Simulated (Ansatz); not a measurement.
# Telling isomers of CH4GaIn apart by their spectra

These gas-phase data were calculated for one isomer of CH4GaIn at PBE0-D3(BJ)/def2-SVP (harmonic, unscaled wavenumbers; equilibrium rotational constants with average atomic masses):

```
rotational constants            : 21.14, 0.8468, 0.8285 GHz
all wavenumbers above 1500 cm⁻¹ : 3124, 3036, 1942, 1934
dipole moment                   : 2.12 D (PBE0/def2-TZVPD)
```

Candidates:

(1) `[GaH2][CH2][In]`, a singlet
(2) `[Ga][CH2][InH2]`, a singlet

Q: Assign the data to one candidate and say why.

A: Candidate (1). No mode falls between 1500 and 1900 cm⁻¹, where the In–H stretch of (2) would stand.

The same quantities for all candidates:

|  | rotational constants (GHz) | wavenumbers above 1500 cm⁻¹ | dipole (D) | E above the lowest, PBE0-D3(BJ)/def2-SVP (kcal/mol) |
| --- | --- | --- | --- | --- |
| (1) | 21.14, 0.8468, 0.8285 | 3124, 3036, 1942, 1934 | 2.12 | 0.0 |
| (2) | 21.42, 0.8521, 0.8364 | 3111, 3022, 1773, 1769 | 0.87 | 20.4 |

Each candidate is one conformer. Atoms past krypton carry core potentials. Programs: Ansatz 0.2.0.
